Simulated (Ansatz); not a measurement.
ClF$_{3}$Zr, SMILES `[F][Zr]([F])([F])[Cl]`. Total charge 0; spin multiplicity 1. Zr: def2 effective core potential. The structure was optimised at the PBE0-D4/def2-TZVP level.

```xyz
5

F    -0.018    1.383    1.327
Zr    0.071    0.004    0.042
F     1.500    0.354   -1.140
F     0.387   -1.636    0.921
Cl   -1.939   -0.105   -1.149
```

(1) What is the dipole moment at PBE/def2-TZVPP? (An estimate is asked.)

(2) And with r2SCAN, B3LYP, ωB97M-V? (An estimate is asked.)

(3) Give the Mulliken charges with PBE, r2SCAN, B3LYP in def2-TZVPP. (Best estimate.)

## Answers

(1) Ansatz gave: 0.17 D, with components (0.15, 0.01, 0.09) D in this frame, pointing from negative to positive charge.

(2) Computed: r2SCAN 0.20 D, B3LYP 0.09 D, ωB97M-V 0.18 D.

(3) The calculation gave: 
| atom | PBE | r2SCAN | B3LYP |
| --- | --- | --- | --- |
| F1 | -0.32 | -0.36 | -0.37 |
| Zr2 | 1.25 | 1.40 | 1.41 |
| F3 | -0.32 | -0.36 | -0.37 |
| F4 | -0.32 | -0.36 | -0.37 |
| Cl5 | -0.28 | -0.31 | -0.30 |

B3LYP here is the variant with VWN-RPA as its local correlation; programs differ in this.
